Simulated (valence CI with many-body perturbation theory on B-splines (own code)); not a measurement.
# Ce IX: calculated level list

Calculated by valence CI with perturbative core correlation (CI+MBPT): four valence electrons over a frozen Dirac-Fock core [Kr] 4d10, a basis of 7 s, 7 p, 7 d, 7 f, 4 g, 2 h functions for each j, with the one-electron correlation potential Σ1 (screened to all orders), the two-electron term Σ2, the three-electron term Σ3, Breit, model QED; selected single and double excitations, second order for the rest, scaled by the run's own slope (own B-spline code, finite nucleus).

No measured spectrum was set against this ion. As an estimate, levels hold to about 250 cm⁻¹ or 0.2 % of their energy and the worst to 1 %, as in measured heavy ions of charge 2 to 7; those with d or f electrons hold less well. Among the levels kept, up to 470 cm⁻¹ of a level comes from second order outside the variational space, and about a tenth of that is noise between levels of different J, which matters for small intervals.

Levels 136 to 180 of 217, with energies above the lowest level, 5s2.5p2 3P_0. "Leading %" is the weight of the configuration and term that name the level; weights of strongly mixed levels are sums over their largest components and can fall short. Lifetimes count E1, E2, E3, M1 and M2 decay at the calculated energies, and are blank where another channel may lead or the interval is too uncertain; long ones can be off by a factor of two.

```
No.  Configuration  Term  J  E (cm⁻¹)  Leading %      g  Lifetime
136      4f.5s.5p2   1F°  3    314790         26  1.170   49.7 ps
137      4f.5s.5p2   3F°  2    314940         32  0.988   30.5 ps
138      4f2.5s.5p   3G°  4    315520         35  1.028   1.22 ns
139      4f2.5s.5p   3F°  2    316310         29  1.298    344 ps
140      4f2.5s.5p   3I°  6    316820         56  1.027   29.4 ns
141      4f.5s.5p2   3F°  3    317740         37  1.108   40.9 ps
142      4f2.5s.5p   5D°  2    318060         24  1.393    767 ps
143      4f.5s.5p2   3F°  4    318260         69  1.231   44.3 ps
144      4f2.5s.5p   3P°  2    318480         30  1.436   88.0 ps
145      4f2.5s.5p   5H°  6    318550         42  1.213   57.3 ns
146      4f2.5s.5p   3S°  1    318980         62  2.072   1.31 ns
147      4f2.5s.5p   5I°  7    319260         63  1.216    573 ns
148      4f2.5s.5p   5H°  5    319780         33  1.147   5.05 ns
149      4f2.5s.5p   3I°  5    320060         73  0.890   3.11 ns
150      4f2.5s.5p   3I°  7    320740         71  1.114   8.56 ns
151      4f2.5s.5p   3F°  3    321210         28  1.080    653 ps
152      4f.5s.5p2   1D°  2    321360         14  1.204   44.4 ps
153      4f2.5s.5p   5I°  8    321540         99  1.250   4.49 ms
154      4f2.5s.5p   5G°  4    321560         34  1.032   1.66 ns
155      4f2.5s.5p   3D°  1    322600         57  0.603   1.14 ns
156      4f2.5s.5p   5F°  3    323440         30  1.126   1.46 ns
157      4f2.5s.5p   1S°  0    324300         77          7.85 ns
158      4f2.5s.5p   3D°  2    324460         36  1.084   4.43 ns
159      4f2.5s.5p   5G°  6    325520         58  1.226   2.53 ns
160      4f2.5s.5p   5G°  3    325640         43  0.970   1.30 ns
161      4f2.5s.5p   3D°  1    325710         38  0.877    299 ps
162      4f2.5s.5p   5F°  4    326720         51  1.238   1.01 ns
163      4f2.5s.5p   5F°  5    327010         43  1.250   1.15 ns
164      4f2.5s.5p   5G°  2    327030         88  0.393   1.74 ns
165      5s2.5p.5d   1P°  1    328970         50  0.980   36.2 ps
166      4f2.5s.5p   5G°  4    329170         43  1.074    953 ps
167      4f2.5s.5p   5D°  3    329900         26  1.227    401 ps
168      4f2.5s.5p   3H°  6    329970         32  1.104   4.03 ns
169      4f2.5s.5p   5G°  5    330470         47  1.158   1.40 ns
170      4f2.5s.5p   5D°  0    330540         95          9.31 ns
171      4f2.5s.5p   5D°  1    331090         87  1.432   1.96 ns
172      4f.5s2.5d   3G°  3    331340         27  0.879   51.3 ps
173      4f2.5s.5p   3G°  5    331350         31  1.073   1.48 ns
174      4f2.5s.5p   5D°  2    331370         56  1.278    928 ps
175      4f2.5s.5p   3H°  6    331770         34  1.095    748 ps
176      4f2.5s.5p   3G°  4    332110         43  1.098    361 ps
177      4f.5s.5p2   1F°  3    332470         15  0.981   45.2 ps
178      4f2.5s.5p   3G°  5    333710         43  1.120    460 ps
179      4f.5s2.5d   3F°  2    333880         35  0.799   76.8 ps
180      4f.5s2.5d   1G°  4    334480         30  1.031   56.3 ps
```

Names give the largest LS component (configuration and term), which can be under half, so a name can repeat, a term be missing and a line seem to break the LS rules; names also repeat where a configuration has a term twice.

Where two levels of one J and parity lie close, their mixing, g and order are uncertain.
